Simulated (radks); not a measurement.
Values are calculated unless marked as measured or tabulated.
Coherent X-ray form factor from a spherical all-electron density. Code: a radial shooting solver on a logarithmic mesh with Libxc functionals. Model: scalar-relativistic Kohn-Sham, exchange-only B88, spin-polarised, spherical densities, point nucleus.

| sin(theta)/lambda (1/angstrom) | f0 (electrons) |
|---|---|
| 0.05 | 22.595 |
| 0.1 | 21.500 |
| 0.15 | 19.982 |
| 0.2 | 18.291 |
| 0.25 | 16.595 |
| 0.3 | 14.993 |
| 0.4 | 12.251 |
| 0.5 | 10.207 |
| 0.6 | 8.779 |
| 0.8 | 7.123 |
| 1 | 6.163 |
| 1.25 | 5.164 |
| 1.5 | 4.217 |
| 2 | 2.726 |

The species is in the configuration that NIST lists as its ground one. Which atom or ion scatters so?

Answer. The chromium ion Cr+, [Ar] 3d5. Extrapolating in s^2 from the first two rows gives f0(0) = 23.0, near the electron count 23; among species with that count, the fall with angle is slower the higher Z, and the table is that of Z = 24; from so few rows the species is fixed only to a neighbour or two.
